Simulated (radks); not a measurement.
Values are calculated unless marked as measured or tabulated.
Species: Br+. Configuration: [Ar] 3d10 4s2 4p4. Code: a radial shooting solver on a logarithmic mesh with Libxc functionals. Model: scalar-relativistic Kohn-Sham, BP86, spin-unpolarised, spherical densities, finite nucleus; Fermi nuclear charge, rms radius 4.1629 fm.

Radial electron density D(r) = 4 pi r^2 rho(r):

r (bohr)  D(r) (e/bohr)
0.003664          4.506
0.004198          5.646
0.004771          6.947
0.005466          8.607
0.006262          10.59
0.007175          12.92
0.008154          15.45
0.009342          18.50
0.0107            21.89
0.01216           25.32
0.01394           29.13
0.01597           32.93
0.01829           36.50
0.02079           39.42
0.02382           41.78
0.02729           43.15
0.03102           43.39
0.03554           42.53
0.04071           40.76
0.04664           38.54
0.05301           36.67
0.06074           35.64
0.06958           36.23
0.07909           38.49
0.09061           42.40
0.1038            46.87
0.1189            50.44
0.1352            51.64
0.1549            49.72
0.1774            44.72
0.2017            38.44
0.231             32.23
0.2647            28.55
0.3032            28.35
0.3447            30.66
0.3949            33.73
0.4524            35.07
0.5142            33.41
0.5891            28.60
0.6749            22.01
0.7732            15.45
0.8788            10.57
1.007             7.254
1.153             5.595
1.311             4.924
1.502             4.496
1.721             3.945
1.971             3.165
2.241             2.324
2.567             1.487
2.941            0.8341
3.343            0.4247
3.83             0.1777
4.388           0.06240
5.027           0.01822
5.713          0.004765
6.546         0.0009135

D(r) has 3 maxima, at r = 0.0300, 0.134, 0.449 bohr, and minima at 0.0622, 0.284 bohr, inside which lie 2.07, 10.99 electrons.
